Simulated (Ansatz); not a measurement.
System: C₃H₄Cl (charge 0, doublet). It need not be the lowest isomer of its formula. SMILES: [CH2]/C=C/Cl
Structure (B3LYP-D3(BJ)/def2-TZVP (Ansatz, a first-principles code) minimum search):
```
C
C 1 1.3733
H 2 1.0800 1 121.02
C 1 1.3821 2 123.85 3 180.00
H 4 1.0801 1 123.46 2 0.00
H 2 1.0824 3 117.56 1 180.00
H 1 1.0849 2 118.93 3 0.00
Cl 4 1.7190 5 114.33 1 -180.00
```
Charge 0, spin multiplicity 2.

Parts of the frozen-core correlation energy in 6-31G* (Ansatz, hartree). Frozen orbitals: 8; correlated occupied orbitals by spin: 12 and 11; virtual: 52 and 53. UHF or UKS for open shells. No spin-orbit coupling. Non-relativistic.

| term | value |
|---|---|
| reference (HF) | -575.36960 |
| MP2 opposite-spin | -0.35146 |
| MP2 same-spin | -0.12050 |
| CCSD correlation | -0.52558 |
| (T) | -0.01755 |
| T1 diagnostic | 0.026 |
| largest doubles amplitude | 0.098 |
| <S^2> of the reference | 0.966 |
